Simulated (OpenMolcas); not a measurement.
Ti3+ (d1) in a complex was computed by SS-CASPT2, IPEA 0.25 Eh, imaginary shift 0.1 Eh with the d shell active (OpenMolcas, ANO-RCC-VDZP on the metal). Its lowest spin-free states, and all those of the highest spin:

| 2S+1 | Degeneracy | E (cm-1) |
| --- | --- | --- |
| 2 | 3 | 0 |
| 2 | 2 | 12030 |

Q: Is the site octahedral, tetrahedral or cube-like, axial, or of lower symmetry?

A: The states with 2S+1 = 2 have orbital degeneracies 3, 2. Threefold states need a cubic site. For d1 at this spin an octahedron puts the threefold T2 below the twofold E and a tetrahedron or cube puts the twofold E below the threefold T2, so the site is octahedral. The first gap at this spin, 12000 cm-1, is |10Dq| in ligand-field theory. The run had Ti3+ with 6 ligands (chloride) in octahedral coordination (Oh) at 2.43 Å. A charge of +0.5 e stands 3.2 Å behind each ligand. Ligand basis ANO-RCC-VDZP.

Roots that are degenerate in the reference are averaged as groups; the widest CASPT2 spread within a group is 10 cm-1 (the 2-fold group of multiplicity 2 near 12000 cm-1 above the lowest state of its run). Shifts and gaps below about the spread of the groups concerned are not significant. Over all roots computed the reference weight is 0.68; a low but even weight reflects the number of correlated electrons. An orbital triplet at a regular site is open to Jahn-Teller coupling, which can distort the site and quench the lowest spin-orbit gaps and is left out. Ligand-to-metal charge-transfer states are missing. With one d shell and no ligand orbital active, 10Dq can be off by a tenth or more. No measured value stands beside these numbers; the geometry is a model, was not optimised and need not be the one that this ion takes.
